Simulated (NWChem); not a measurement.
# ZnH2S; SMILES [SH][ZnH]

```xyz
4

Zn     0.1889    -0.6483     0.0000
H      0.2718    -2.1834     0.0000
S      0.0886     1.5337     0.0000
H     -1.2643     1.5305     0.0000
```
Atoms are numbered in this order, from 1.

Computed with NWChem. Pople sets run with spherical d functions. Geometry: optimised at PBE0/def2-SVP. Vzz is the largest principal value of the second derivative of the potential at the nucleus (NWChem prints the opposite sign); η is the asymmetry. Non-relativistic.

```tsv
level	Vzz Zn1 (a.u.)	η Zn1	Vzz S3 (a.u.)	η S3	relative time
Hartree-Fock/cc-pVTZ	-3.117	0.11	1.822	0.76	200
Hartree-Fock/def2-SVP	-2.004	0.15	1.900	0.86	1
PBE0/def2-SVP	-1.553	0.25	-1.808	0.93	2
PBE0/6-31G*	-1.551	0.24	1.692	0.90	2
```

The last column is a rough cost ratio, cheapest run = 1.
